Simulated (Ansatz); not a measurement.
ZrTe₂⁻. The state is a doublet with charge -1. Geometry relaxed at r2SCAN-D4/def2-TZVPD.

```xyz
3

Zr   -0.601    0.183    0.646
Te    1.896   -0.319    1.227
Te   -1.295    0.136   -1.873
```

In the def2 sets Te, Zr take a core potential; there is no spin–orbit coupling. The structure comes from a short search, and lower isomers may exist.

(1) Estimate the harmonic wavenumbers at UKS r2SCAN-D4/def2-TZVPD (Ansatz, unscaled). Is this a minimum?

Results:

(1) 58, 238, 283 cm⁻¹. Yes, no mode is imaginary beyond noise. Zero-point energy 3.5 kJ/mol. Hardware: 4 threads of Arm Neoverse V2 on a shared host. Wall time 30 s.
